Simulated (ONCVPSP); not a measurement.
## Pd, ONCV: configuration errors across variants

* Element: palladium
* Generator: ONCVPSP 4.0.1
* Type: optimised norm-conserving Vanderbilt (ONCV)
* Functional: LDA (Perdew-Wang 92)
* Relativity: scalar-relativistic
* Frozen core: [Ar] 3d10
* Valence charge: 18
* Reference configuration: 4s2 4p6 4d10
* Partial waves: 4s: rc 0.95 bohr, ncon 4, nbas 9, qcut 7.6 1/bohr, 2 projectors, debl 3.9 Ha; 4p: rc 1.35 bohr, ncon 4, nbas 8, qcut 9.7 1/bohr, 2 projectors, debl 3.3 Ha; 4d: rc 1.35 bohr, ncon 4, nbas 7, qcut 8.5 1/bohr, 2 projectors, debl 2.3 Ha
* Local potential: polynomial inside 0.80 bohr (lpopt 4, dvloc0 6 Ha)
* Core correction: none

All-electron excitation energies from the reference (eV): (1) 4s2 4p6 4d9 9.387; (2) 4s2 4p6 4d8 30.470; (3) 4s2 4p5 4d10 57.339.

3 further variants failed, have other tests or too few solved ones, and are left out.

Errors AE − PS in meV (a dash: test not solved or not reliable):

| change | (1) | (2) | (3) | bound ghosts | GHOST(+) flags above zero |
| --- | --- | --- | --- | --- | --- |
| base | 0.0 | -1.3 | -48 | none | s |
| s: qcut 6 | 0.0 | -1.3 | -47 | none | s |
| s: qcut 7.2 | 0.0 | -1.3 | -48 | none | s |
| s: qcut 7.9 | 0.0 | -1.3 | -48 | none | s |

(1) Give the same row for: s: qcut 4.7.

Results:

(1) 0.0, -1.3, -47; bound ghosts: none; GHOST(+) flags above zero: s.
